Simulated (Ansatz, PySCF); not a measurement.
Bond stretch in CF, doublet.

- UKS-PBE = unrestricted PBE/cc-pVTZ run with Ansatz (a quantum-chemistry and plane-wave program)
- UKS-wB97X-V = unrestricted wB97X-V/cc-pVTZ (PySCF 2.14.0)
- UCCSD(T) = CCSD(T) on UHF/cc-pVTZ, 2 core orbitals frozen run with PySCF

Energies relative to the lowest point of each curve near equilibrium, in kJ/mol; the last columns give the difference from UCCSD(T):

| R / Å | UKS-PBE | UKS-wB97X-V | UCCSD(T) | UKS-PBE − UCCSD(T) | UKS-wB97X-V − UCCSD(T) |
|---|---|---|---|---|---|
| 1.02 | 296.9 | 288.5 | 293.4 | 3.5 | -4.9 |
| 1.09 | 132.5 | 125.1 | 128.5 | 4.1 | -3.3 |
| 1.15 | 54.2 | 48.6 | 50.8 | 3.5 | -2.2 |
| 1.19 | 24.2 | 20.2 | 21.6 | 2.6 | -1.4 |
| 1.22 | 10.4 | 7.7 | 8.6 | 1.7 | -0.9 |
| 1.27 | 0.0 | 0.0 | 0.0 | 0.0 | 0.0 |
| 1.31 | 0.4 | 2.7 | 2.0 | -1.6 | 0.7 |
| 1.34 | 4.5 | 8.7 | 7.5 | -2.9 | 1.3 |
| 1.38 | 14.0 | 20.8 | 18.7 | -4.8 | 2.1 |
| 1.45 | 38.2 | 49.8 | 46.3 | -8.1 | 3.5 |
| 1.59 | 102.6 | 124.4 | 117.2 | -14.6 | 7.2 |
| 1.71 | 163.9 | 194.5 | 183.3 | -19.4 | 11.1 |

UKS-PBE is furthest from UCCSD(T) at 1.71 (-19.4 kJ/mol, below); its mean absolute difference over the points is 5.6 kJ/mol.

UKS-wB97X-V is furthest from UCCSD(T) at 1.71 (11.1 kJ/mol, above); its mean absolute difference over the points is 3.2 kJ/mol.

The scan ran from 1.02 to 5.09 Å; beyond the distances shown one of the unrestricted levels run for this scan, shown here or not, changes its spin distribution in one step.
